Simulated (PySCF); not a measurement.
PySCF input (BP86/def2-SVP):

```python
from pyscf import gto, dft

mol = gto.M(
    atom='''
    B     0.00000000    0.00000000    0.00000000
    ''',
    basis='def2-svp',
    charge=0,
    spin=1,
    symmetry='D2h',
    verbose=4,
)

mf = dft.UKS(mol, xc='bp86')
mf.grids.level = 3
mf.conv_tol = 1e-9
mf.max_cycle = 100
mf.max_memory = 1500
mf.kernel()
if not mf.converged:
    mf = mf.newton()
    mf.kernel(mf.make_rdm1())
mf.dip_moment()
```

From the last part of the output:

```
XC library pyscf.dft.libxc version 7.1.2
    S. Lehtola, C. Steigemann, M. J. T. Oliveira, and M. A. L. Marques,  SoftwareX 7, 1–5 (2018)
XC functionals = bp86
    A. D. Becke,  Phys. Rev. A 38, 3098 (1988)
    J. P. Perdew,  Phys. Rev. B 33, 8822 (1986)
    J. P. Perdew,  Phys. Rev. B 34, 7406–7406 (1986)
radial grids:
    Treutler-Ahlrichs [JCP 102, 346 (1995); DOI:10.1063/1.469408] (M4) radial grids

becke partition: Becke, JCP 88, 2547 (1988); DOI:10.1063/1.454033
pruning grids: <function nwchem_prune>
grids dens level: 3
symmetrized grids: D2h
atomic radii adjust function: <function treutler_atomic_radii_adjust>
small_rho_cutoff = 0
Freeze 0 electrons in irreps []
    5 free electrons in irreps Ag B1g B2g B3g B1u B2u B3u
Set gradient conv threshold to 3.16228e-05
tot grids = 14048
init E= -24.5954439498081
alpha HOMO (B1u) = -0.10548361876994  LUMO (B3u) = -0.10548361876994
beta  HOMO (Ag) = -0.312552065400052  LUMO (B3u) = -0.10548361876994

WARN: HOMO -0.10548361876994 >= LUMO -0.10548361876994

WARN: alpha-B1u HOMO -0.10548361876994 > system LUMO -0.10548361876994

cycle= 1 E= -24.6183530977381  delta_E= -0.0229  |g|= 0.0512  |ddm|= 0.667
alpha HOMO (B1u) = -0.169270481518194  LUMO (B2u) = -0.151097075024125
beta  HOMO (Ag) = -0.335264225212528  LUMO (B2u) = -0.138214221685673
  HOMO = -0.169270481518  LUMO = -0.151097075024  gap/eV = 0.49452
cycle= 2 E= -24.6212289831374  delta_E= -0.00288  |g|= 0.0178  |ddm|= 0.18
alpha HOMO (B1u) = -0.151343566239699  LUMO (B2u) = -0.131176232359183
beta  HOMO (Ag) = -0.313743939844441  LUMO (B2u) = -0.119514276265772
  HOMO = -0.15134356624  LUMO = -0.131176232359  gap/eV = 0.54878
cycle= 3 E= -24.6216293102  delta_E= -0.0004  |g|= 0.00344  |ddm|= 0.0712
alpha HOMO (B1u) = -0.154644028544745  LUMO (B2u) = -0.133311991874247
beta  HOMO (Ag) = -0.316386979452941  LUMO (B2u) = -0.122554204711365
  HOMO = -0.154644028545  LUMO = -0.133311991874  gap/eV = 0.58047
cycle= 4 E= -24.6216455136771  delta_E= -1.62e-05  |g|= 2.41e-05  |ddm|= 0.0102
alpha HOMO (B1u) = -0.154624111048434  LUMO (B2u) = -0.133298509866636
beta  HOMO (Ag) = -0.31637436849588  LUMO (B2u) = -0.122552946168231
  HOMO = -0.154624111048  LUMO = -0.133298509867  gap/eV = 0.58030
cycle= 5 E= -24.6216455145111  delta_E= -8.34e-10  |g|= 1.33e-06  |ddm|= 9e-05
alpha HOMO (B1u) = -0.154623694326275  LUMO (B3u) = -0.133298418743169
beta  HOMO (Ag) = -0.316373296491293  LUMO (B2u) = -0.122552154558345
  HOMO = -0.154623694326  LUMO = -0.133298418743  gap/eV = 0.58029
Extra cycle  E= -24.6216455145151  delta_E= -4.04e-12  |g|= 1.97e-07  |ddm|= 7.1e-06
converged SCF energy = -24.6216455145151  <S^2> = 0.75188595  2S+1 = 2.0018851
Dipole moment(X, Y, Z, Debye):  0.00000,  0.00000,  0.00000
```
